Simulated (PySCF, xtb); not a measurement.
C2Si, SMILES [C][C][Si] (connectivity only; charge and spin as stated), neutral, multiplicity 1.

GFN2-xTB (xtb 6.7.1) at its own geometry gives an orbital gap of 1.48 eV and a dipole moment of 6.05 D.

Geometry: PBE0-D3(BJ)/def2-TZVP. A frequency run showed that this geometry is not a minimum.

Problem. What does PBE/def2-TZVPD (PySCF) give? (An estimate is asked for; the answer gives what the named calculation found.)

Solution. gap 2.01 eV (levels -6.38 and -4.38 eV), dipole 4.39 D.
